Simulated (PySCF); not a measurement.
**Calibrating a computed vertical ionisation energy**

Level of theory: ωB97X-D3(BJ)/ma-def2-TZVP single points in PySCF, grid level 2; every species was optimised with PBE0-D3(BJ)/ma-def2-SVP. The prefix ma- adds one diffuse s and one diffuse p function on all atoms but H.

```
                                molecule  computed / eV  measured / eV
                      `C1CSSC1` (C3H6S2)           7.98           8.25
2,3-dihydrothiophene, `C1=CSCC1` (C4H6S)           8.06              ?
               thiirane, `C1CS1` (C2H4S)           9.09           9.05
                         `SCCS` (C2H6S2)           9.51           9.35
         carbon disulfide, `S=C=S` (CS2)          10.11          10.09
                  `[O]O` (HO2•, doublet)          11.58          11.54
     selenium dioxide, `O=[Se]=O` (O2Se)          12.02          11.76
           sulfur dioxide, `O=S=O` (O2S)          12.66          12.50
          oxygen, `[O][O]` (O2, triplet)          12.80          12.32
```

Fit a straight line to the complete rows and predict the measured value of 2,3-dihydrothiophene, `C1=CSCC1` (C4H6S).

measured = 0.913 + 0.9045·computed (8 points, rms 0.12 eV, correlation 0.997). At 8.06 this gives 8.20 eV; the measured value is 8.11 eV, so the fit is off by 0.09.

Measured values: NIST Chemistry WebBook, evaluated or the median of agreeing entries.

oxygen: the gap is larger than usual, and may come from another state, site, conformer or species, from an onset or band maximum that doesn't mark the energy named, from the functional or basis, or from an outlying measurement.

(2,3-dihydrothiophene) Structures, frequencies and single points took 17 min of wall time on 1 thread of Arm Neoverse V1 (shared host), launched as `OMP_NUM_THREADS=1 python redox_run.py task.json out`.
